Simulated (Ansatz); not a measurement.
Mulliken charges of `[NH2][Ga]([NH2])[Cl]` from ωB97M-V/def2-TZVPP in Ansatz (PBE0-D4/def2-TZVP geometry).

| atom | x (Å) | y (Å) | z (Å) | charge (e) |
| --- | --- | --- | --- | --- |
| N1 | -0.434 | 1.564 | -0.293 | -0.350 |
| Ga2 | -0.265 | -0.236 | -0.294 | 0.534 |
| N3 | 0.852 | -1.192 | 0.757 | -0.350 |
| Cl4 | -1.497 | -1.333 | -1.664 | -0.288 |
| H5 | -1.221 | 1.992 | -0.752 | 0.121 |
| H6 | -0.095 | 2.129 | 0.467 | 0.107 |
| H7 | 1.626 | -0.765 | 1.236 | 0.107 |
| H8 | 1.033 | -2.159 | 0.544 | 0.121 |

By hand: the dipole of these point charges (1 e Å = 4.8032 D).

Σ q r = (0.284, 0.253, 0.317) e Å, of length 0.495 e Å = 2.38 D.

How does the dipole of the full density compare? (Best estimate.)

Computed: (0.315, 0.280, 0.350) e Å, 2.63 D; the point charges give 0.90 times that, at 0° from its direction.

Point charges leave out the atoms' own dipoles, such as those of lone pairs, and Mulliken's split depends on the basis, so the close match here is no proof of good charges.
